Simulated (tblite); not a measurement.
Species: C₄H₁₃B₂NO.
Bonds: B1–N2, N2–B3, B3–O4, O4–C5, N2–C6, C6–C7, C7–C8. Hydrogens: H9, H10 on B1; H11 on B3; H12, H13, H14 on C5; H15, H16 on C6; H17, H18 on C7; H19, H20, H21 on C8.

Computed with GFN2-xTB (tblite), gas phase: L-BFGS steps from a force-field or distance-geometry start until the largest atomic force falls under 0.01 eV/Å.

Step 85: E = -673.4123 eV
```
atom  x, y, z in Å  |  force x, y, z in eV/Å
B1      0.0697    2.1119   -0.9769   -0.025   0.026  -0.031
N2      0.1227    0.9682   -0.1699    0.027   0.020  -0.012
B3      1.3144    0.1713   -0.0087    0.067   0.008  -0.028
O4      2.3169    0.3327   -0.8851   -0.022  -0.026   0.027
C5      3.5233   -0.3858   -0.8379    0.005   0.018  -0.011
C6     -1.0611    0.5352    0.5690    0.031  -0.033  -0.027
C7     -1.5735   -0.8113    0.0462   -0.007  -0.007  -0.016
C8     -2.8945   -1.2166    0.6872   -0.010  -0.004  -0.015
H9      1.0252    2.4567   -1.5554   -0.025  -0.036   0.030
H10    -0.9323    2.7201   -1.0413    0.002   0.002  -0.015
H11     1.3887   -0.6029    0.8852    0.000   0.017   0.000
H12     3.3984   -1.3671   -1.3083   -0.008   0.028   0.020
H13     3.8690   -0.5304    0.1900   -0.005  -0.014  -0.021
H14     4.2724    0.1785   -1.3992   -0.030  -0.009   0.049
H15    -1.8417    1.2925    0.4575    0.022  -0.055   0.021
H16    -0.8188    0.4415    1.6340   -0.002  -0.008  -0.014
H17    -0.8193   -1.5753    0.2441   -0.005  -0.005  -0.014
H18    -1.6948   -0.7451   -1.0373   -0.014   0.050   0.003
H19    -3.6564   -0.4622    0.5022    0.008  -0.010   0.012
H20    -2.7768   -1.3327    1.7619   -0.016   0.009   0.012
H21    -3.2404   -2.1621    0.2734    0.008   0.029   0.030
```

Step 86: E = -673.4132 eV
```
atom  x, y, z in Å  |  force x, y, z in eV/Å
B1      0.0695    2.1061   -0.9802   -0.016   0.018  -0.017
N2      0.1248    0.9647   -0.1694    0.017   0.018  -0.008
B3      1.3176    0.1694   -0.0105    0.043  -0.002  -0.055
O4      2.3197    0.3364   -0.8869   -0.014  -0.029   0.050
C5      3.5277   -0.3791   -0.8367    0.014   0.008  -0.008
C6     -1.0588    0.5319    0.5703    0.023  -0.027  -0.020
C7     -1.5780   -0.8110    0.0451   -0.008  -0.013  -0.014
C8     -2.8991   -1.2135    0.6885   -0.014   0.009  -0.003
H9      1.0275    2.4506   -1.5545   -0.034  -0.028   0.022
H10    -0.9344    2.7106   -1.0489    0.005   0.003  -0.017
H11     1.3906   -0.6141    0.8745    0.004   0.022   0.016
H12     3.4077   -1.3614   -1.3056   -0.017   0.023   0.005
H13     3.8714   -0.5241    0.1918   -0.005  -0.002  -0.015
H14     4.2766    0.1868   -1.3959   -0.023  -0.005   0.044
H15    -1.8366    1.2920    0.4646    0.006  -0.042   0.007
H16    -0.8174    0.4346    1.6349    0.019  -0.014  -0.006
H17    -0.8259   -1.5776    0.2393   -0.004  -0.013  -0.014
H18    -1.7008   -0.7410   -1.0377   -0.019   0.047  -0.005
H19    -3.6596   -0.4568    0.5083    0.006  -0.002  -0.006
H20    -2.7805   -1.3297    1.7627   -0.002   0.002   0.025
H21    -3.2509   -2.1576    0.2768    0.018   0.027   0.018
```

Step 87: E = -673.4143 eV
```
atom  x, y, z in Å  |  force x, y, z in eV/Å
B1      0.0670    2.0969   -0.9852   -0.005   0.008   0.001
N2      0.1279    0.9582   -0.1704    0.003   0.005  -0.006
B3      1.3228    0.1649   -0.0143    0.013   0.000  -0.073
O4      2.3293    0.3440   -0.8836   -0.021  -0.025   0.066
C5      3.5386   -0.3691   -0.8336    0.012  -0.004  -0.001
C6     -1.0554    0.5258    0.5709    0.013  -0.016  -0.005
C7     -1.5861   -0.8115    0.0432   -0.007  -0.011  -0.009
C8     -2.9073   -1.2078    0.6917   -0.010   0.023   0.009
H9      1.0250    2.4414   -1.5582   -0.029  -0.017   0.007
H10    -0.9388    2.6976   -1.0545    0.004   0.006  -0.021
H11     1.3904   -0.6310    0.8590    0.011   0.017   0.033
H12     3.4220   -1.3513   -1.3026   -0.022   0.013  -0.014
H13     3.8832   -0.5173    0.1939   -0.010   0.014  -0.002
H14     4.2856    0.1999   -1.3909   -0.007   0.000   0.033
H15    -1.8295    1.2902    0.4724   -0.005  -0.028  -0.007
H16    -0.8140    0.4244    1.6349    0.041  -0.024  -0.001
H17    -0.8371   -1.5826    0.2313   -0.009  -0.023  -0.015
H18    -1.7131   -0.7353   -1.0386   -0.023   0.039  -0.007
H19    -3.6647   -0.4463    0.5178    0.010   0.001  -0.022
H20    -2.7866   -1.3245    1.7657    0.014  -0.007   0.023
H21    -3.2680   -2.1493    0.2818    0.028   0.031   0.011
```

Step 88: E = -673.4150 eV
```
atom  x, y, z in Å  |  force x, y, z in eV/Å
B1      0.0634    2.0899   -0.9891    0.002  -0.001   0.015
N2      0.1306    0.9533   -0.1718   -0.013  -0.009  -0.006
B3      1.3274    0.1616   -0.0181   -0.028  -0.009  -0.041
O4      2.3389    0.3509   -0.8777   -0.006  -0.007   0.037
C5      3.5481   -0.3621   -0.8300    0.001  -0.010   0.006
C6     -1.0524    0.5207    0.5705    0.005  -0.007   0.009
C7     -1.5928   -0.8120    0.0411    0.001  -0.005  -0.003
C8     -2.9138   -1.2026    0.6948    0.006   0.030   0.018
H9      1.0198    2.4354   -1.5624   -0.014  -0.005  -0.011
H10    -0.9444    2.6866   -1.0576    0.000   0.011  -0.024
H11     1.3908   -0.6436    0.8463    0.009   0.010   0.044
H12     3.4317   -1.3429   -1.3010   -0.024   0.001  -0.027
H13     3.8943   -0.5145    0.1961   -0.014   0.023   0.009
H14     4.2933    0.2092   -1.3859    0.014   0.007   0.022
H15    -1.8239    1.2880    0.4775   -0.011  -0.019  -0.013
H16    -0.8103    0.4160    1.6339    0.053  -0.032   0.002
H17    -0.8462   -1.5868    0.2235   -0.017  -0.030  -0.018
H18    -1.7239   -0.7301   -1.0398   -0.026   0.028  -0.005
H19    -3.6683   -0.4377    0.5249    0.009   0.004  -0.031
H20    -2.7908   -1.3197    1.7689    0.023  -0.009   0.012
H21    -3.2804   -2.1424    0.2866    0.029   0.028   0.006
```

Q: Estimate the geometry and energy of step 89. (The exact step hangs on the optimiser's Hessian estimate; all steps are aligned on step 88, rigid shifts and turns removed.)

A: E = -673.4157 eV, largest force 0.068 eV/Å
```
atom  x, y, z in Å  |  force x, y, z in eV/Å
B1      0.0594    2.0829   -0.9927    0.006  -0.006   0.019
N2      0.1330    0.9478   -0.1740   -0.022  -0.021  -0.011
B3      1.3311    0.1573   -0.0229   -0.033  -0.020  -0.008
O4      2.3505    0.3600   -0.8699   -0.024  -0.001   0.028
C5      3.5586   -0.3550   -0.8258   -0.012  -0.010   0.009
C6     -1.0495    0.5155    0.5700   -0.002  -0.004   0.019
C7     -1.5997   -0.8127    0.0389    0.009   0.004   0.004
C8     -2.9204   -1.1967    0.6984    0.022   0.029   0.017
H9      1.0126    2.4299   -1.5689    0.001   0.003  -0.023
H10    -0.9507    2.6755   -1.0588   -0.001   0.015  -0.027
H11     1.3900   -0.6583    0.8337    0.007   0.020   0.026
H12     3.4404   -1.3339   -1.2999   -0.022  -0.004  -0.029
H13     3.9065   -0.5115    0.1990   -0.017   0.025   0.016
H14     4.3027    0.2177   -1.3806    0.029   0.012   0.014
H15    -1.8188    1.2856    0.4818   -0.006  -0.016  -0.012
H16    -0.8050    0.4075    1.6324    0.056  -0.038   0.001
H17    -0.8561   -1.5919    0.2157   -0.025  -0.030  -0.022
H18    -1.7354   -0.7254   -1.0412   -0.026   0.019   0.004
H19    -3.6716   -0.4278    0.5314    0.012   0.001  -0.029
H20    -2.7940   -1.3148    1.7726    0.025  -0.006  -0.003
H21    -3.2927   -2.1346    0.2916    0.025   0.027   0.006
```

The energy changes by -0.0007 eV. The first-order estimate −F·Δx gives -0.0009 eV and the mean of the old and new forces, exact on a quadratic surface, -0.0007 eV. The step makes an angle of 84° with the force vector and moves no atom by more than 0.019 Å.

What follows is the cost of the whole relaxation. Hardware: an Arm Neoverse V1 with one thread (shared host). Cost: 1.4 s of wall time.
